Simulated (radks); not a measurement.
The numbers below are computed, except where a source is named.
All-electron atom: Mn in [Ar] 3d5 4s2 (the NIST ground configuration). Code: a radial shooting solver on a logarithmic mesh with Libxc functionals. Model: scalar-relativistic Kohn-Sham, r2SCAN, spin-polarised, spherical densities, finite nucleus; open shells are filled with parallel spins first; meta-GGA in the generalised Kohn-Sham scheme; Fermi nuclear charge, rms radius 3.7057 fm. Some entries of the table are withheld. Estimate them.

orbital,occ.,eigenvalue (eV),<1/r> (bohr^-1)
1s down,1,-6451.703,24.92
1s up,1,-6451.672,24.92
2s up,1,-752.6649,5.316
2s down,1,-749.9801,5.330
2p up,3,-635.8321,5.199
2p down,3,-633.7852,5.211
3s up,1,-91.0014,1.660
3s down,1,-84.3369,1.649
3p up,3,-58.4447,1.520
3p down,3,-51.8062,1.507
3d up,5,-8.7072,(1)
4s up,1,-5.7588,0.4397
4s down,1,-4.5564,0.3750
3d down,0,-2.7383,(2)

Answer. 
(1) 3d up <1/r> (bohr^-1): 1.146
(2) 3d down <1/r> (bohr^-1): 1.029
